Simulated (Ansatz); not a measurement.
Consider the ligand exchange at the Si–Te bond: `O[SiH2][TeH]` + `N[SiH3]` → `O[SiH2]N[SiH3]` + H₂Te.

Gas-phase electronic energies from Ansatz, PBE0-D4/def2-TZVP geometries. CCSD(T)/CBS is the MP2 limit (def2-TZVPP, def2-QZVPP) plus CCSD(T) − MP2 in def2-TZVPP, frozen cores. This one scheme is used for every species. DFT in def2-TZVPP. B3LYP here is the variant with VWN-RPA as its local correlation; programs differ in this. Elements past krypton have def2 core potentials. For Te outer-core shells are correlated without core-valence functions, which leaves a few kJ/mol of doubt a bond. Each species was taken in one conformer, which may not be the lowest.

`O[SiH2][TeH]`:

Cartesian coordinates in Å:
```
O 0.868 -0.565 -1.323
Si 0.594 0.002 0.195
Te -1.397 1.503 0.355
H 0.110 -0.879 -1.820
H 0.368 -1.096 1.168
H 1.794 0.791 0.544
H -2.338 0.244 0.880
```

`N[SiH3]`:

Cartesian coordinates in Å:
```
N -0.776 0.677 -0.277
Si 0.396 -0.488 0.199
H -0.903 0.885 -1.254
H -0.912 1.504 0.283
H 0.192 -1.705 -0.629
H 1.825 -0.080 0.043
H 0.178 -0.794 1.636
```

`O[SiH2]N[SiH3]`:

```xyz
11

O     1.201    0.764   -1.770
Si   -0.302    0.268   -1.321
N    -0.577    0.281    0.376
Si    0.122   -0.762    1.564
H     1.472    1.650   -1.524
H    -0.372   -1.111   -1.849
H    -1.350    1.150   -1.902
H    -1.194    1.006    0.713
H     1.086   -0.053    2.451
H     0.839   -1.833    0.827
H    -0.926   -1.360    2.435
```

H₂Te:

```xyz
3

Te   -0.619    0.469    0.032
H    -0.255   -0.928   -0.779
H     0.875    0.459    0.746
```

(1) Is it downhill or uphill in electronic energy at CCSD(T)/CBS, and by how much? (An estimate is asked.)

(2) What do these levels give: r2SCAN-D4, B3LYP-D4, B2PLYP, r2SCAN, PBE0, B3LYP, HF/def2-TZVPP, MP2/def2-TZVPP, CCSD/def2-TZVPP, HF/def2-QZVPP, SCS-MP2/def2-QZVPP, HF/CBS(def2)? (Best estimate.)

Largest T1 diagnostic among the species: 0.011.

Results:

(1) Ansatz gave: Downhill: ΔE = -3.1 kcal/mol.

(2) Ansatz gave: r2SCAN-D4 -2.5, B3LYP-D4 -3.6, B2PLYP -3.6, r2SCAN -2.3, PBE0 -1.0, B3LYP -3.1, HF/def2-TZVPP -5.5, MP2/def2-TZVPP -3.4, CCSD/def2-TZVPP -5.1, HF/def2-QZVPP -5.7, SCS-MP2/def2-QZVPP -3.6, HF/CBS(def2) -5.8 kcal/mol.

From PBE to PBE0 (25 % exact exchange), in def2-TZVPP and without D4, ΔE moves by −0.8 kcal/mol. In def2-TZVPP, CCSD(T) changes the Hartree–Fock value by +0.8 kcal/mol (the triples alone add +0.3 kcal/mol) and MP2 by +2.2 kcal/mol.
